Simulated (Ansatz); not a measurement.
`C=C[SiH](F)OC` and `CO[SiH](F)S` differ in one atom or group.

Ansatz, PBE0-D4/def2-TZVP geometries, multiplicity 1. Each molecule was computed in one conformer, which needn't be the lowest.

```
                                          property  `C=C[SiH](F)OC`
  size of the dipole moment (B3LYP/def2-TZVPP) / D             2.02
           HOMO–LUMO gap (ωB97M-V/def2-TZVPP) / eV            11.81
             HOMO energy (ωB97M-V/def2-TZVPP) / eV           -10.53
size of the dipole moment (ωB97M-V/def2-TZVPP) / D             2.03
    size of the dipole moment (PBE/def2-TZVPP) / D             1.94
               HOMO–LUMO gap (PBE/def2-TZVPP) / eV             5.07
```

Q: Give the same properties after the change, and the shifts. (Estimate.)

A: The calculation gave: 
```json
{"property": "size of the dipole moment (B3LYP/def2-TZVPP) / D", "`CO[SiH](F)S`": "1.76", "shift": "-0.26"}
{"property": "HOMO–LUMO gap (ωB97M-V/def2-TZVPP) / eV", "`CO[SiH](F)S`": "12.24", "shift": "0.43"}
{"property": "HOMO energy (ωB97M-V/def2-TZVPP) / eV", "`CO[SiH](F)S`": "-10.08", "shift": "0.45"}
{"property": "size of the dipole moment (ωB97M-V/def2-TZVPP) / D", "`CO[SiH](F)S`": "1.77", "shift": "-0.26"}
{"property": "size of the dipole moment (PBE/def2-TZVPP) / D", "`CO[SiH](F)S`": "1.70", "shift": "-0.24"}
{"property": "HOMO–LUMO gap (PBE/def2-TZVPP) / eV", "`CO[SiH](F)S`": "5.90", "shift": "0.83"}
```

With PBE0 the HOMO rises by 0.41 eV and the LUMO rises by 1.09 eV, so the gap widens by about 0.68 eV. PBE moves the HOMO by 0.30 eV and ωB97M-V by 0.45 eV. Dipoles are sizes alone; their direction can turn.

B3LYP here is the variant with VWN-RPA as its local correlation; programs differ in this.
